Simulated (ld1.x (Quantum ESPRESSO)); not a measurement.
# What one change does to a pseudopotential (hafnium (Hf), TM)

- Element: Hf
- Generator: ld1.x (Quantum ESPRESSO) 7.5
- Type: norm-conserving Troullier–Martins (Kleinman–Bylander form)
- Functional: PBE
- Relativity: non-relativistic
- Frozen core: [Xe] 4f14
- Valence charge: 4
- Reference configuration: 5d1 6s0 6p0 (charge +3)
- Partial waves: 6p (bound, empty): rc 3.15 bohr; 5d (bound): rc 2.80 bohr; 5f channel at 0.05 Ry: rc 2.50 bohr; 6s (bound, empty): rc 2.65 bohr
- Local potential: the s channel
- Core correction: none

Change: wave 5d (bound): rc 2.80 bohr becomes 5d (bound): rc 3.12 bohr.

Cutoffs: the cutoffs (Ry, on a coarse ladder) from which the occupation-weighted sum of valence levels, in a spherical-Bessel basis at the reference potential, stays within 10 and 1 mRy of its value at 400 Ry; they do not see the model core or the augmentation charge, which bear on the density cutoff. Errors are all-electron minus pseudo energies relative to the spin-unpolarised reference configuration.

How do hardness, ghosts and transferability respond?

The potential gets softer (21 Ry and 25 Ry → 18 Ry and 21 Ry); the errors of the 7 common tests hardly move; neither file shows a bound ghost. A larger radius leaves more room for a smooth pseudo-wave, so fewer plane waves are needed.

```csv
quantity,base,changed
"cutoff, loose",21 Ry,18 Ry
"cutoff, tight",25 Ry,21 Ry
bound ghosts,none,none
"error for 5d2 6s2 6p0, meV [ΔE -42.35 eV]",+1196,+1180
"error for 5d2 6s1 6p0, meV [ΔE -35.29 eV]",+724,+727
"error for 5d2 6s0 6p0, meV [ΔE -22.49 eV]",+234,+262
"error for 5d3 6s0 6p0, meV [ΔE -35.09 eV]",+561,+629
"error for 5d2.5 6s1.5 6p0, meV [ΔE -41.93 eV]",+1085,+1090
"error for 5d1 6s2 6p1, meV [ΔE -39.30 eV]",+1293,+1258
"error for 5d2 6s0 6p1, meV [ΔE -31.69 eV]",+559,+571
s: phases at 3.42 bohr within 0.05 rad from the reference energy up to (Ry; the scan ends near 5),-0.0,-0.0
p: phases at 3.42 bohr within 0.05 rad from the reference energy up to (Ry; the scan ends near 5),0.7,0.7
d: phases at 3.42 bohr within 0.05 rad from the reference energy up to (Ry; the scan ends near 5),-0.9,-1.0
f: phases at 3.42 bohr within 0.05 rad from the reference energy up to (Ry; the scan ends near 5),1.7,1.7
```
